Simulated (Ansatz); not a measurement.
An input meant for the cluster In₅P₅ (charge 0, singlet; with a point charge).

```yaml
crystal:
  periodic: [false, false, false]
  atoms:
    - {symbol: In, position_ang: [-3.091604, -2.126288, 0.606040]}
    - {symbol: In, position_ang: [1.921582, -2.285441, 0.792006]}
    - {symbol: In, position_ang: [-2.225536, 0.789820, -0.550386]}
    - {symbol: In, position_ang: [0.208898, 3.212688, 1.002290]}
    - {symbol: In, position_ang: [1.027467, -0.580600, -2.751108]}
    - {symbol: P, position_ang: [1.228412, 0.466371, 1.716490]}
    - {symbol: P, position_ang: [1.908513, 1.135638, -0.274597]}
    - {symbol: P, position_ang: [-0.590036, -0.746478, 1.443294]}
    - {symbol: P, position_ang: [0.140595, 1.743742, -1.418426]}
    - {symbol: P, position_ang: [-0.528281, -1.609451, -0.565584]}
basis:
  gaussian: {orbitals: def2-mTZVP, point_charges: [{charge: 1.00, position_ang: [4.927, -0.864, -0.170]}]}
hamiltonian: {xc: {name: HF}}
correlation: {active_space: {window: {electrons: 3, orbitals: 2}}}
scf: {omitted_lower_state_checks: [starts]}
output: {forces: true}
```

```sh
$ ansatz run in.yaml --threads 4 --pin off --events-out ev --progress --plain --max-ram 6963MiB
```

Output, abridged:

```
Functional definition: HF
3040 factors; integrals over basis functions are off by at most 8.5e-4 eV
mean field evaluation 1: about -72104.1962 eV, gradient 3.0e1 eV
mean field evaluation 2: about -72104.5387 eV, gradient 3.0e1 eV
mean field evaluation 4: about -72108.8355 eV, gradient 4.8e0 eV
mean field evaluation 8: about -72109.0207 eV, gradient 9.8e-1 eV
mean field evaluation 16: about -72109.0315 eV, gradient 2.6e-6 eV
mean field -72109.03150031 eV, -2649.9580303792 hartree, gradient 2.7e-6 eV, S^2 0.000000; 0 other end points of the search recorded, 0 dependent functions left out
reference -72109.03150031 eV, -2649.9580303792 hartree; 90, 90 occupied and 200, 200 virtual orbitals, 3040 factors
Error: 3 electrons in 2 orbitals form no window around the highest filled level of the reference
```

Problem. Something in this input is off. What?

Solution. The active space doesn't fit the electrons. The run stopped with an error.
